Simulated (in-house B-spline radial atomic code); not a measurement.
Values are calculated unless marked as measured or tabulated.
Building a PAW d channel for Ni, r_c = 1.3 bohr

Ni, [Ar] 3d8 4s2, non-relativistic PBE, spherical and spin-unpolarised, from an all-electron radial atomic-structure program (B-spline basis) (atomic units; all potentials screened as in the neutral atom).

Two all-electron partial waves φ1, φ2 are integrated outwards at E1 = ε(3d) = -0.338728 and E2 = E1 + 1.5 hartree; φ1 is the bound orbital and φ2 has unit norm inside r_c = 1.2985 bohr. Smooth partners are polynomials, r^3(a0 + a1 r² + a2 r⁴ + a3 r⁶), matched to φ and three derivatives at r_c, with no condition on the norm. The local potential is -14.545 + (20.8922) r² + (-12.6025) r⁴ + (2.81186) r⁶ inside 1.0632 bohr and the all-electron one outside.

| wave | φ(r_c) | φ'(r_c) | a0 | a1 | a2 | a3 |
| --- | --- | --- | --- | --- | --- | --- |
| 1 | 0.6443315 | -0.566136 | 2.887868 | -3.369028 | 1.473722 | -0.2300501 |
| 2 | 0.5061349 | 3.01077 | -3.274728 | 4.850353 | -2.245902 | 0.3572824 |

Inside r_c the overlaps are <φi φj> = [[0.76763, -0.74216], [-0.74216, 1.00000]] and, for the smooth waves, [[0.33475, -0.11949], [-0.11949, 0.12087]]. With χj = (Ej − T − V_local) applied to smooth wave j, the program's quadrature gives the matrix B_ij = <smooth i, χj> as [[-0.61845, 1.19448], [0.26047, -0.57893]].

Task: Check the match of the first wave, and find the augmentation charges q_ij.

Result: At r_c the four terms are 6.32271, -12.43696, 9.17295, -2.41435, which sum to 0.6444, φ1(r_c) to rounding. q_ij is the all-electron overlap less the smooth one: [[0.43289, -0.62267], [-0.62267, 0.87913]]. The smooth first wave has a norm of 0.3347 inside r_c against 0.7676, and q11 > 0 puts back the missing charge.

Task: B isn't symmetric. Show that D_ij = B_ij + Ej q_ij is.

Result: Integrating by parts gives B12 − B21 = (E1 − E2) q12: 1.19448 − (0.26047) = 0.93401, and −1.5 × (-0.62267) = 0.93400. So D12 = 1.19448 + (1.161272)(-0.62267) = 0.47139 and D21 = 0.26047 + (-0.338728)(-0.62267) = 0.47139; D11 = -0.76508, D22 = 0.44198. The projectors, p = (B⁻¹)ᵀ χ, are dual to the smooth waves; det B = 0.047.

Solving (T + V_local + Σ p D p) ψ = E (1 + Σ p q p) ψ in a sphere of 9 bohr gives these levels:

| all-electron | one projector | two projectors |
| --- | --- | --- |
| -0.338728 | -0.338727 | -0.338727 |
| 0.114693 | 0.115688 | 0.114695 |
| 0.371486 | 0.377667 | 0.371493 |
| 0.769775 | 0.789378 | 0.769782 |
| 1.302380 | 1.348990 | 1.302380 |

Task: What does the second projector gain?

Result: With one projector the errors are 0.00, +0.99, +6.18, +19.60, +46.61 millihartree. With two the errors are 0.00, 0.00, +0.01, +0.01, 0.00 millihartree. The scattering is exact at E1 and at E2 = 1.161, and over all levels compared the largest error is under 0.01 millihartree. The lowest eigenvalue of the overlap operator is 1 with one and 0.9294 with two projectors. The smooth orbital alone needs a cutoff of 38.7 hartree for 1 millihartree of kinetic energy, against 68.7 for a norm-conserving Troullier-Martins orbital of the same radius; part of the gain comes from giving up the norm, part from the simpler form.
